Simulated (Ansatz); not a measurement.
Li⁺ ··· CH$_{4}$O

The pair of Li⁺ (SMILES [Li+], atom 1) and CH$_{4}$O (SMILES CO, atoms 2–7), both closed shells, in one local arrangement (a lower one may exist), relaxed at PBE0-D4/def2-TZVP:

| atom | x (Å) | y (Å) | z (Å) |
| --- | --- | --- | --- |
| Li1 | -0.1398 | 0.3640 | -2.2848 |
| C2 | 0.3029 | -0.2702 | 0.5383 |
| O3 | -0.4623 | 0.3762 | -0.5072 |
| H4 | 0.6794 | 0.4757 | 1.2375 |
| H5 | 1.1419 | -0.7755 | 0.0630 |
| H6 | -0.3172 | -1.0037 | 1.0525 |
| H7 | -1.2048 | 0.8335 | -0.0992 |

Computed with Ansatz 0.2.0 (basis: def2-TZVPPD, with def2-QZVPPD for the basis limit); correlated methods freeze the cores. The outer core shell of Li, Na, Mg and K is correlated. B3LYP uses VWN-RPA correlation. Extrapolation: Hartree–Fock as exp(−7.88 √X), correlation as X^−2.97. Interaction energies count from these two fragments, frozen as in the pair, with the counterpoise correction; negative means bound.

Problem. What is the interaction energy by CCSD(T) at an estimated basis limit (MP2 extrapolated from triple and quadruple zeta, plus CCSD(T) − MP2 in triple zeta)? (An estimate is asked for; the value comes from the calculation.)

Solution. The calculation gives: -158.4 kJ/mol. Hartree–Fock alone gives -166.4 kJ/mol at the basis limit. It counts from the two fragments frozen as in the pair.

The same quantity by other methods in triple zeta, and each one's difference from that estimate:
| method | E_int (kJ/mol) | difference |
| --- | --- | --- |
| PBE-D4 | -157.7 | 0.7 |
| revPBE-D4 | -152.9 | 5.5 |
| BLYP-D4 | -160.0 | -1.6 |
| r2SCAN-D4 | -152.6 | 5.8 |
| B97M-V | -154.4 | 4.0 |
| PBE0-D4 | -161.7 | -3.3 |
| B3LYP-D4 | -164.3 | -5.9 |
| HSE06-D4 | -161.5 | -3.1 |
| wB97X-V | -159.5 | -1.1 |
| wB97M-V | -159.7 | -1.3 |
| B2PLYP | -161.1 | -2.7 |
| HF | -164.1 | -5.7 |
| MP2 | -154.0 | 4.4 |
| CCSD | -155.7 | 2.7 |
| CCSD(T) | -153.8 | 4.6 |
Differences are method less estimate.

Problem. Which atoms make the shortest contact between the fragments?

Solution. Li1 and O3, 1.81 Å apart.

Energy to bend the free fragments (PBE0-D4 minima) into their shapes in the pair, CCSD(T)/def2-TZVPPD: CH$_{4}$O 1.0 kJ/mol. This must be added to the interaction energy to get the binding energy from relaxed fragments.

Basis-set superposition shift (counterpoise-corrected less uncorrected): CCSD(T) 1.4; MP2 1.2; HF 0.1; PBE0-D4 0.1; wB97M-V 0.2 kJ/mol.

The T1 diagnostic stays at or below 0.011.

For scale, one of the runs: CCSD(T)/def2-TZVPPD, 167 basis functions, launched by `ansatz run in.yaml --threads 2 --pin off --events-out ev --progress --plain --max-ram 5222MiB`. Time: 10 s of wall clock on 2 CPU threads; the host was shared. Peak host memory: 1.6 GiB.
